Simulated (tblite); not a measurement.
Compound: C3H8Cl2O2Si.
Numbering: `[CH3:1][O:2][SiH2:3][O:4][CH2:5][CH:6]([Cl:7])[Cl:8]` (hydrogens: H9, H10, H11 on C1; H12, H13 on Si3; H14, H15 on C5; H16 on C6)

Geometry (GFN2-xTB, Å), atoms numbered from 1 in this order:
```
atom  x, y, z in Å
C1     2.6263    0.4056   -0.9363
O2     1.4343   -0.1250   -0.4402
Si3    0.8497   -0.0791    1.0702
O4    -0.5659   -0.8766    1.0127
C5    -1.5021   -0.9201   -0.0071
C6    -2.4763    0.2497    0.0925
Cl7   -1.6874    1.7591   -0.3858
Cl8   -3.8800   -0.0403   -0.9500
H9     2.6439    1.4917   -0.8237
H10    2.6924    0.1510   -1.9949
H11    3.4859   -0.0140   -0.4089
H12    1.5921   -0.9091    2.0068
H13    0.6989    1.3039    1.5207
H14   -2.0700   -1.8517    0.1044
H15   -1.0157   -0.9119   -0.9883
H16   -2.8336    0.3757    1.1166
```

Method: GFN2-xTB as coded in tblite; computed harmonic values from a numerical Hessian at the method's own geometry, unscaled. Against measured fundamentals such values can be off by several per cent, at times by over 20. Modes of hydrogen on silicon can be 10 to 20 % off. One conformer, not necessarily the lowest.

Harmonic wavenumbers (cm⁻¹): 25.3, 32.6, 73.8, 93.1, 123.6, 133.2, 184.8, 219.1, 245.0, 351.9, 361.6, 394.8, 586.5, 604.4, 641.7, 715.0, 753.3, 763.8, 817.0, 831.9, 982.6, 1043.5, 1135.8, 1139.5, 1146.0, 1156.6, 1171.8, 1180.4, 1246.0, 1325.1, 1418.1, 1456.8, 1478.4, 1486.0, 2246.4, 2328.4, 2920.4, 2937.1, 2954.7, 2955.4, 2967.5, 2990.5.

A = 2220, B = 600.7, C = 550.0 MHz; mass 173.967 u (most abundant isotopes); point group C1, symmetry number 1.

Q: What is the zero-point energy?

A: Half the sum of the wavenumbers: 23810 cm⁻¹ = 68.08 kcal/mol.

Q: Entropy at 273.15 K, 1 bar (ideal gas, RRHO, classical rotation)?

A: Translation 40.96, rotation 30.20, vibration 35.10: S = 106.3 cal/(mol K).

Q: And Cp and H(273.15 K) − H(0)?

A: Cp = 36.97 cal/(mol K), of which vibrations give 29.02 (their classical limit is 42 R = 83.5); H(273.15 K) − H(0) = 6.71 kcal/mol without the zero-point energy, 4.53 from vibrations.

Q: Which modes carry the vibrational entropy at 273.15 K?

A: 25.3 cm⁻¹: 5.99; 32.6 cm⁻¹: 5.49; 73.8 cm⁻¹: 3.88; 93.1 cm⁻¹: 3.42; 123.6 cm⁻¹: 2.87; 133.2 cm⁻¹: 2.73 cal/(mol K); the other 36 give 10.71 together.

Q: How do the functions run with temperature in this model?

A: 
| T (K) | S (cal/(mol K)) | Cp (cal/(mol K)) | H − H(0) (kcal/mol) | G − H(0) (kcal/mol) | ln q(vib) |
| --- | --- | --- | --- | --- | --- |
| 100 | 77.6 | 22.2 | 1.56 | -6.20 | 3.40 |
| 200 | 95.7 | 30.8 | 4.23 | -14.92 | 6.98 |
| 300 | 109.8 | 39.2 | 7.73 | -25.22 | 10.12 |
| 500 | 133.4 | 53.5 | 17.07 | -49.62 | 15.71 |
| 800 | 161.7 | 66.8 | 35.30 | -94.06 | 23.06 |
| 1000 | 177.3 | 72.5 | 49.27 | -127.99 | 27.41 |

q(vib) and H(0) count from the zero-point level.

Q: What must be added to the electronic energy to get the Gibbs energy at 273.15 K and 1 bar?

A: ZPE + [H(273.15 K) − H(0)] − T·S = 68.08 + 6.71 − 29.02 = 45.77 kcal/mol.

Q: Blend soft modes into free rotors: weight 1/[1 + (100 cm⁻¹/ν̃)⁴] for the oscillator and the rest for a rotor with moment μB/(μ + B), μ = h/(8π²ν), B = 10⁻⁴⁴ kg m². What vibrational entropy results?

A: 30.57 cal/(mol K) in place of 35.10, which changes −T·S at 273.15 K by +1.24 kcal/mol.

Hindered rotation and anharmonicity are outside this model. Other conformers, if any are populated, would add a mixing term that is left out. The structure is chiral; the term R ln 2 for an equal mix with its mirror image is left out.
